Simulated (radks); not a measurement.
Excited configurations of Tm: one electron is placed in a higher orbital outside [Xe] 4f13 6s1. The ground configuration is [Xe] 4f13 6s2. Calculated with a radial shooting solver on a logarithmic mesh with Libxc functionals: Dirac Kohn-Sham, BLYP, spin-unpolarised, spherical densities, finite nucleus; open shells are shared between the two j in proportion to 2j + 1; Fermi nuclear charge, rms radius 5.2256 fm. Excitation = E - E(ground); binding = E(ion) - E, where the ion is the core of charge +1; n* = 1/sqrt(2 binding) in atomic units, and the quantum defect is n - n*. Eigenvalue and <r> are those of j = l + 1/2.

\begin{tabular}{lrrrrrr}
outer orbital & excitation (eV) & binding (eV) & n* & quantum defect & eigenvalue (eV) & <r> (bohr) \\ \hline
6p & 2.903 & 3.524 & 1.965 & 4.035 & -1.544 & 5.727 \\
6d & 5.074 & 1.354 & 3.170 & 2.830 & -0.582 & 12.20 \\
7s & 4.309 & 2.119 & 2.534 & 4.466 & -1.173 & 9.822 \\
\end{tabular}

The Delta-SCF ionisation energy is 6.428 eV (NIST Atomic Spectra Database: 6.184 eV, measured). Self-interaction in the functional shifts the binding energies and quantum defects, so they are the method's values and not measured ones. Spin polarisation and multiplet splitting are left out, so open shells lie too high by an amount that depends on their filling. Sharing an open shell by 2j + 1 raises it above the true ground level by a part of the spin-orbit splitting, which enters the differences from NIST.

Beside tabulated values, note that spin-unpolarised runs miss the spin-polarisation part of the exchange energy of open shells.
